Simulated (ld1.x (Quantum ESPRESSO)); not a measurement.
**La (Z = 57): excitation energies, all-electron against TM**

```
Element                 : lanthanum (La)
Generator               : ld1.x (Quantum ESPRESSO) 7.5
Type                    : norm-conserving Troullier–Martins (Kleinman–Bylander form)
Functional              : PBEsol
Relativity              : scalar-relativistic
Frozen core             : [Kr] 4d10 5s2
Valence charge          : 9
Reference configuration : 4f0 5p6 5d1 6s1.5 6p0 (charge +0.5)
Partial waves           : 6s (bound): rc 3.80 bohr; 5p (bound): rc 1.80 bohr; 5d (bound): rc 2.75 bohr; 4f (bound, empty): rc 0.90 bohr
Local potential         : all-electron potential smoothed inside 3.60 bohr (lloc = -2)
Core correction         : a·sin(br)/r model core inside 0.85 bohr
```

Energies are relative to the spin-unpolarised reference configuration 4f0 5p6 5d1 6s1.5 6p0; without spin polarisation the order of configurations can differ from experiment. Not all tests gave a result: 1 of 7 tests not solved or not reliable. Left out of the table: 4f1 5p6 5d0 6s2 6p0 (solver errors, printed error -516 eV).

Task: Give the all-electron excitation energy and the error of the potential for: 4f0 5p6 5d1 6s2 6p0; 4f0 5p6 5d1 6s1 6p0; 4f0 5p6 5d1 6s0 6p0; 4f1 5p6 5d0 6s1 6p0; 4f0 5p6 5d0 6s0 6p0; 4f0 5p5 5d1 6s2 6p0.

Result:

```tsv
valence configuration	charge	ΔE all-electron (eV)	error AE − PS (meV)
4f0 5p6 5d1 6s2 6p0	0	-2.415	+1.1
4f0 5p6 5d1 6s1 6p0	+1	3.584	0.0
4f0 5p6 5d1 6s0 6p0	+2	14.431	-11
4f1 5p6 5d0 6s1 6p0	+1	3.811	-872
4f0 5p6 5d0 6s0 6p0	+3	33.339	+11
4f0 5p5 5d1 6s2 6p0	+1	24.567	-85
```

These tests converged, but a pseudo level misses the all-electron one widely, so the file describes the atom poorly there or has found another state: 4f1 5p6 5d0 6s1 6p0: 4f by 1.4 eV.
